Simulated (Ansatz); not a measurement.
Total energies of AlF$_{2}$HSe (`[F][Al]([F])[SeH]`).

```xyz
5

F     1.6691    1.4012    0.3332
Al    0.3518    0.5356   -0.1069
F    -0.6097    1.0992   -1.3068
Se   -0.1096   -1.4310    0.9618
H    -1.3016   -1.6050    0.1186
```

Charge 0, multiplicity 1. Correlated methods include outer-core shells of Se, which these sets cover unevenly. Scalar relativity is left out up to krypton. Geometry: relaxed with PBE0-D4/def2-TZVP. It is one conformer, not always the lowest. Basis def2-TZVPP, Ansatz 0.2.0.

RPA on PBE orbitals: Hartree–Fock energy of these orbitals -2841.47520 Eh, correlation -1.26919 Eh (frozen core).

| functional | energy without D4 (Eh) | D4 term (kJ/mol) |
| --- | --- | --- |
| LDA (SPW92) | -2838.83051 | – |
| PBE | -2843.88420 | -9.9 |
| r2SCAN | -2844.45689 | -2.2 |
| B97M-V | -2844.00275 | – |
| PBE0 | -2843.98293 | -8.4 |
| B3LYP | -2844.63181 | -16.3 |
| r2SCANh | -2844.44063 | -2.4 |
| HSE06 (plane-wave form) | -2843.97204 | -8.0 |
| BHLYP | -2844.49403 | -14.6 |
| LC-ωPBE | -2844.05180 | – |
| ωB97X-V | -2844.24206 | – |
| ωB97M-V | -2844.37803 | – |
| B2PLYP | -2843.98077 | – |
| PBE-QIDH | -2843.56033 | – |

Problem. Give the same for revPBE, BLYP, r2SCAN0, CAM-B3LYP. (An estimate is asked.)

Solution. Computed: 
| functional | energy without D4 (Eh) | D4 term (kJ/mol) |
| --- | --- | --- |
| revPBE | -2844.24539 | -24.9 |
| BLYP | -2844.60149 | -21.2 |
| r2SCAN0 | -2844.41747 | -2.7 |
| CAM-B3LYP | -2844.66198 | -8.7 |

B3LYP takes the VWN-RPA correlation (the form of Gaussian; ORCA's B3LYP/G). HSE06 is the plane-wave form, built on full-range PBE exchange. The double hybrids freeze the cores in their second-order part.

LC-ωPBE has ω = 0.4 bohr⁻¹.
